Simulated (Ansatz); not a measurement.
Ansatz (an electronic-structure program) input (CCSD(T)/def2-SVPD):

Ansatz 0.2 input:
```yaml
crystal:
  periodic: [false, false, false]
  atoms:
    - {symbol: Fe, position_ang: [-0.00012275, -0.00045259, -0.00019758]}
    - {symbol: O, position_ang: [1.16570212, 0.20689932, -1.34311382]}
    - {symbol: H, position_ang: [2.06746225, 0.52996074, -1.32137625]}
    - {symbol: O, position_ang: [-1.19286209, -0.30704305, 1.29939528]}
    - {symbol: H, position_ang: [-1.84699113, 0.28295650, 1.67626165]}
basis:
  gaussian:
    orbitals: def2-SVPD
magnetization: {spin_polarized: true, initial_magnetization: 4}
correlation: {method: ccsd_t, electrons: outside_noble_gas}
output: {forces: true}
```

End of the output:

```
cycle   1  -15.17242350 eV  update   8.6e-8
cycle   2  -15.17242349 eV  change    4.5e-9 eV  update   2.0e-8
cycle   3  -15.17242349 eV  change    1.3e-9 eV  update   7.0e-9
cycle   4  -15.17242349 eV  change  -3.9e-10 eV  update   3.6e-9
cycle   5  -15.17242349 eV  change   -1.4e-9 eV  update   1.9e-9
perturbative correction -0.44130855 eV, -0.0162177900 hartree
the calculation of the forces begins
densities: 1.33 GiB planned
Total energy: -38468.73341902 eV, -1413.6998781051 hartree
Atom 0 at    -0.000123    -0.000453    -0.000198 Å, force    -0.002295    -0.008463    -0.003694 eV/Å
Atom 1 at     1.165702     0.206899    -1.343114 Å, force     0.508261     0.091898    -0.558922 eV/Å
Atom 2 at     2.067462     0.529961    -1.321376 Å, force     0.153157     0.029875    -0.118669 eV/Å
Atom 3 at    -1.192862    -0.307043     1.299395 Å, force    -0.514379    -0.114456     0.549074 eV/Å
Atom 4 at    -1.846991     0.282956     1.676262 Å, force    -0.144744     0.001145     0.132211 eV/Å
Dipole moment:     0.080185     0.295657     0.129071 e Å
```

The spin state was set by rule; other spins were not relaxed.
